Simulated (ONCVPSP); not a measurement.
**What one change does to a pseudopotential (Cu (Z = 29), ONCV)**

- Element: Cu (Z = 29)
- Generator: ONCVPSP 4.0.1
- Type: optimised norm-conserving Vanderbilt (ONCV)
- Functional: PBE
- Relativity: scalar-relativistic
- Frozen core: [Ne]
- Valence charge: 19
- Reference configuration: 3s2 3p6 3d10 4s1
- Partial waves: 3s+4s: rc 1.25 bohr, ncon 3, nbas 6, qcut 8.1 1/bohr, 2 projectors; 3p: rc 0.90 bohr, ncon 4, nbas 9, qcut 15.7 1/bohr, 2 projectors, debl 3.6 Ha; 3d: rc 1.30 bohr, ncon 3, nbas 8, qcut 12.8 1/bohr, 3 projectors, debl 0.7 Ha
- Local potential: polynomial inside 0.85 bohr (lpopt 5, dvloc0 0 Ha)
- Core correction: none

Change: p: rc 1.16.

Cutoffs: the cutoffs (Ha) at which the residual kinetic energy of the hardest occupied pseudo-wave falls to 1 and 0.1 mHa per electron; they do not see the model core or the augmentation charge, which bear on the density cutoff. Errors are all-electron minus pseudo energies relative to the spin-unpolarised reference configuration.

**Question.** How do hardness, ghosts and transferability respond?

**Answer.** The potential gets softer (66 Ha and 89 Ha → 61 Ha and 70 Ha); the errors of the 3 common tests hardly move; neither file shows a bound ghost. A larger radius leaves more room for a smooth pseudo-wave, so fewer plane waves are needed.

| quantity | base | changed |
| --- | --- | --- |
| cutoff, loose | 66 Ha | 61 Ha |
| cutoff, tight | 89 Ha | 70 Ha |
| loose cutoff by channel | s 16 Ha, p 66 Ha, d 61 Ha | s 16 Ha, p 50 Ha, d 61 Ha |
| bound ghosts | none | none |
| GHOST(+) flags under 300 eV | none | none |
| tests with a reliable result | 3 of 4 | 3 of 4 |
| error for 3s2 3p6 3d10 4s0, meV [ΔE 8.15 eV] | +4.3 | +4.2 |
| error for 3s2 3p6 3d9 4s0, meV [ΔE 29.48 eV] | +0.9 | +0.9 |
| error for 3s1 3p6 3d10 4s1, meV [ΔE 122.23 eV] | -283 | -291 |
| s: phases at 1.27 bohr within 0.05 rad from the reference energy up to (Ha; the scan ends near 5) | to the end of the scan | to the end of the scan |
| d: phases at 1.32 bohr within 0.05 rad from the reference energy up to (Ha; the scan ends near 5) | to the end of the scan | to the end of the scan |
